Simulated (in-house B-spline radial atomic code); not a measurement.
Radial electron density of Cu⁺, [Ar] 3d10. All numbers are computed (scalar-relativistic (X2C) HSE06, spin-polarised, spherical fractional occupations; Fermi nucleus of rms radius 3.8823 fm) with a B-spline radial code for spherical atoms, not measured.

One-electron X2C: radii and densities carry no picture-change correction, so inner-shell <1/r> comes out high (for 1s by about 2 % at Z = 33, 5 % at 54, 10 % at 75, 30 % at 118) and <r> low.

Columns: r (bohr), 4πr²n(r) (electrons per bohr), bar.

```
 0.00205    1.063 #
 0.00246    1.458 ##
 0.00295     1.99 ##
 0.00354    2.704 ###
 0.00424    3.642 ####
 0.00509    4.886 #####
  0.0061    6.479 #######
 0.00731    8.499 #########
 0.00877    11.02 ############
  0.0105    14.03 ###############
  0.0126    17.58 ###################
  0.0151     21.5 ########################
  0.0181     25.6 ############################
  0.0217    29.52 ################################
  0.0261    32.83 ####################################
  0.0313    34.88 ######################################
  0.0375    35.31 #######################################
   0.045    34.06 #####################################
  0.0539    31.63 ###################################
  0.0647    29.07 ################################
  0.0775    27.86 ###############################
   0.093    29.12 ################################
   0.112    32.97 ####################################
   0.134    37.51 #########################################
    0.16    40.13 ############################################
   0.192    38.54 ##########################################
   0.231    32.31 ###################################
   0.277     24.4 ###########################
   0.332    18.78 #####################
   0.398    17.79 ###################
   0.477    20.23 ######################
   0.572    22.52 #########################
   0.686    21.76 ########################
   0.822     17.8 ####################
   0.986    12.46 ##############
    1.18    7.762 #########
    1.42     4.37 #####
     1.7    2.369 ###
    2.04    1.212 #
    2.44   0.5827 #
    2.93   0.2456 
    3.52  0.08684
```

On this grid the curve has 3 maxima, near 0.0375, 0.16, 0.572 bohr.

The 3d down radial function P(r) = rR(r), positive near the nucleus:

```json
{"r (bohr)": "0.0181", "P": "0.001297"}
{"r (bohr)": "0.0261", "P": "0.003563"}
{"r (bohr)": "0.0375", "P": "0.00943"}
{"r (bohr)": "0.0539", "P": "0.02403"}
{"r (bohr)": "0.0775", "P": "0.05803"}
{"r (bohr)": "0.112", "P": "0.1316"}
{"r (bohr)": "0.16", "P": "0.2644"}
{"r (bohr)": "0.231", "P": "0.4777"}
{"r (bohr)": "0.332", "P": "0.7328"}
{"r (bohr)": "0.477", "P": "0.9356"}
{"r (bohr)": "0.686", "P": "0.97"}
{"r (bohr)": "0.986", "P": "0.8182"}
{"r (bohr)": "1.42", "P": "0.5754"}
{"r (bohr)": "2.04", "P": "0.3379"}
{"r (bohr)": "2.93", "P": "0.1563"}
```
